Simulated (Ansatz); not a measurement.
Molecule: LuH, charge 0, multiplicity 1. 
Structure (B3LYP-D3(BJ)/def2-TZVP (Ansatz, an electronic-structure program) minimum search):
SMILES: [LuH]
```xyz
2

Lu     0.0000     0.0000    -0.0264
H      0.0000     0.0000     1.8778
```
Charge 0, spin multiplicity 1.

Parts of the frozen-core correlation energy in def2-TZVPP (Ansatz, hartree). Frozen orbitals: 20; correlated occupied orbitals by spin: 2 and 2; virtual: 97 and 97. No spin-orbit coupling. In def2 rows, elements after Kr have scalar-relativistic effective core potentials. The restricted reference is unstable.

```csv
term,value
reference (HF),-1232.98028
MP2 opposite-spin,-0.05009
MP2 same-spin,-0.00247
CCSD correlation,-0.07056
(T),-0.00109
T1 diagnostic,0.012
largest doubles amplitude,0.115
```
